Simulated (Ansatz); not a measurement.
Reaction (cleavage of the Ge–Ge bond): `[GeH3][GeH2][SiH2][GeH2][GeH3]` + H₂S → `[SH][GeH3]` + `[GeH3][SiH2][GeH2][GeH3]`

Computed with Ansatz on PBE0-D4/def2-TZVP structures; ΔE is electronic, products minus reactants. CCSD(T)/CBS adds triple-zeta CCSD(T) − MP2 to the extrapolated MP2 energy (def2 sets, frozen cores). This one scheme is used for every species. DFT in def2-TZVPP. HSE06 is defined as in plane-wave codes. For Ge outer-core shells are correlated without core-valence functions, which leaves a few kJ/mol of doubt a bond. Scalar relativity is left out up to krypton. Each species was taken in one conformer, which may not be the lowest.

`[GeH3][GeH2][SiH2][GeH2][GeH3]`:

Z-matrix (Å, degrees):
```
Ge
Ge 1 2.424
H 1 1.538 2 109.8
H 1 1.538 2 110.0 3 119.2
H 1 1.537 2 111.2 3 -120.3
Si 2 2.379 1 109.9 3 -60.4
H 2 1.540 1 109.8 3 176.8
H 2 1.541 1 108.7 3 59.0
Ge 6 2.379 2 108.1 1 49.0
H 6 1.489 2 109.6 1 -71.5
H 6 1.489 2 110.5 1 169.0
Ge 9 2.424 6 109.9 2 49.0
H 9 1.541 6 109.2 2 -70.2
H 9 1.540 6 111.3 2 170.8
H 12 1.538 9 111.2 6 179.2
H 12 1.538 9 109.7 6 -60.6
H 12 1.538 9 110.1 6 58.6
```

H₂S:

```xyz
3

S    -0.499   -0.208   -0.302
H     0.822   -0.310   -0.510
H    -0.323    0.518    0.812
```

`[SH][GeH3]`:

```xyz
6

S     1.546   -0.350    0.672
Ge   -0.340    0.331   -0.291
H     1.017   -1.489    1.149
H    -1.445    0.505    0.762
H    -0.791   -0.676   -1.360
H     0.012    1.678   -0.932
```

`[GeH3][SiH2][GeH2][GeH3]`:

Cartesian coordinates in Å:
```
Ge 1.730 -0.773 -1.470
Si 1.392 0.909 0.178
Ge -0.939 1.271 0.483
Ge -2.046 -0.824 0.992
H 1.036 -0.377 -2.784
H 3.226 -0.992 -1.754
H 1.125 -2.104 -0.990
H 2.071 2.168 -0.236
H 1.987 0.458 1.467
H -1.542 1.853 -0.809
H -1.193 2.280 1.619
H -1.895 -1.793 -0.192
H -3.543 -0.607 1.264
H -1.408 -1.470 2.233
```

CCSD(T)/CBS gives +0.1 kcal/mol.

Task: Another level gave 0.0 kcal/mol. Which?
A. HF/def2-TZVPP
B. CCSD(T)/def2-TZVPP
C. HSE06/def2-TZVPP
D. BLYP/def2-TZVPP

Result: B. CCSD(T)/def2-TZVPP 0.0, BLYP -2.8, HF/def2-TZVPP -5.4, HSE06 -1.7 kcal/mol.

Largest T1 diagnostic among the species: 0.012.

In def2-TZVPP, CCSD(T) changes the Hartree–Fock value by +5.4 kcal/mol (the triples alone add +0.4 kcal/mol) and MP2 by +5.3 kcal/mol. Leaving LDA and LC-ωPBE aside and taking each functional with its dispersion term where it has one, the values, not all of them listed here, spread over 3.4 kcal/mol, from B97M-V to PBE-D4. LDA lies +1.6 kcal/mol from PBE without D4. The D4 term adds +2.5 kcal/mol with B3LYP and +1.5 kcal/mol with PBE0; it sums over pairs of atoms, weighted by their polarisabilities, and B3LYP, whose exchange is more repulsive, gets the larger term.

B3LYP here is the variant with VWN-RPA as its local correlation; programs differ in this.
